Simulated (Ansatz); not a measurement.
Geometry optimisation, RKS PBE0-D4/def2-SVP in Ansatz 0.2.0.

Input file:

```yaml
crystal:
  periodic: [false, false, false]
  atoms:
    - { symbol: B, position_ang: [0.003915, -0.260334, 0.058068] }
    - { symbol: Cl, position_ang: [0.003442, -0.67323, 1.834633] }
    - { symbol: F, position_ang: [1.15279, -0.262408, -0.556543] }
    - { symbol: H, position_ang: [-1.033266, -0.074156, -0.514087] }
    - { symbol: Br, position_ang: [0.050004, 2.889274, 0.821162] }
    - { symbol: H, position_ang: [0.101814, 1.893854, 1.940067] }
basis:
  gaussian: { orbitals: def2-SVP }
hamiltonian:
  xc: pbe0
  dispersion: d4
relax:
  f_tol: 0.03
  max_steps: 50
```

Launched with:

```bash
$ ansatz run input.yaml --threads 2 --pin off --max-ram 3072MiB --backend cpu --events-out ev --progress --plain --runs-dir out
```

Task: Where does it end, and by what steps?

Result: It converged. After 13 steps the energy has fallen by 0.109 eV; H6 moved furthest, 0.27 Å.

| step | energy less start (eV) | largest force component (eV/Å) | accepted |
| --- | --- | --- | --- |
| 0 | 0.0000 | 1.156 | yes |
| 1 | -0.0889 | 0.897 | yes |
| 2 | -0.0297 | 1.222 | no |
| 3 | -0.1005 | 0.316 | yes |
| 4 | -0.1002 | 0.297 | no |
| 5 | -0.1070 | 0.115 | yes |
| 6 | -0.1080 | 0.060 | yes |
| 7 | -0.1085 | 0.036 | yes |
| 8 | -0.1085 | 0.033 | yes |
| 9 | -0.1087 | 0.045 | yes |
| 10 | -0.1089 | 0.050 | yes |
| 11 | -0.1089 | 0.049 | yes |
| 12 | -0.1088 | 0.062 | no |
| 13 | -0.1091 | 0.020 | yes |

```xyz
6
Properties=species:S:1:pos:R:3
B 0.006 -0.345 0.046
Cl 0.019 -0.769 1.751
F 1.145 -0.339 -0.600
H -1.027 -0.120 -0.522
Br 0.075 2.947 0.868
H 0.061 2.140 2.040
```

Time of the run: 57 s on 2 threads of Intel(R) Xeon(R) Platinum 8259CL CPU @ 2.50GHz (Skylake/Cascade Lake) (shared host), peak memory 0.21 GiB.
